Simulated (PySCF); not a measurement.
NMR data simulated for an unnamed compound:

1H NMR (300 MHz, computed): δ 4.70 (s, 6H), 3.69 (s, 2H), 2.02 (s, 3H).

13C{1H} NMR (computed): δ 80.7 (C), 77.6 (C), 76.4 (C), 71.0 (C), 42.4 (CH2), 5.4 (CH3).

Method: geometry: PBE0-D3(BJ)/def2-SVP, shieldings: GIAO PBE0/pcSseg-1, in PySCF (no relativistic terms, one conformer, no solvent, fast rotation and ring inversion assumed for equivalent nuclei).

Shifts are taken against calculated references (same method and geometry level): 1H and 13C against TMS.

Task: Which of these does the molecule contain: a heteroaromatic ring, a C≡C triple bond, a Si–H bond, a Si–CH3 group, a vinyl group CH=CH2?

Result: 
- A heteroaromatic ring: no.
- A C≡C triple bond: yes (δC 80.7, 71.0).
- A Si–H bond: yes (δH 4.70 (s)).
- A Si–CH3 group: no.
- A vinyl group CH=CH2: no.

The data belong to SMILES CC#CC#CCN([SiH3])[SiH3], C6H11NSi2; they needn't prove each group on their own.

Carbon signals by region: 4 at 50–100 ppm, 2 below 50 ppm.

Shifts are as computed. Against solution values, carbons near 30 ppm lie about +2 ppm off and those near 130 ppm about +5 ppm. Of 1211 compounds with measured shifts, 218 miss one by over three times the rms of a fit or turn the order of signals round; such compounds aren't used in these exercises. Multiplicities follow the n + 1 count of equivalent neighbours, as no J values were calculated; m marks all less simple cases, F and P coupling included.
